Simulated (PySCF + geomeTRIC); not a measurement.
Species: C2H5O2, SMILES `CC(O)=[OH+]` (O–C–O–H torsion 0°) (charge 1, multiplicity 1).

Question: Give a relaxed geometry from B3LYP-D3(BJ)/def2-TZVP (PySCF + geomeTRIC).

Answer: One answer among several that fit: the end point of this relaxation, one of several conformers (outside a Z-matrix the atoms follow the SMILES, hydrogens last).
Z-matrix (Å, degrees):
```
C
O 1 1.2747
H 2 0.9795 1 113.93
O 1 1.2855 2 116.78 3 0.42
H 4 0.9742 1 114.62 2 179.89
C 1 1.4728 2 118.93 3 -178.76
H 6 1.0864 1 110.47 2 -11.63
H 6 1.0920 7 110.70 1 122.45
H 6 1.0961 7 109.18 8 118.61
```
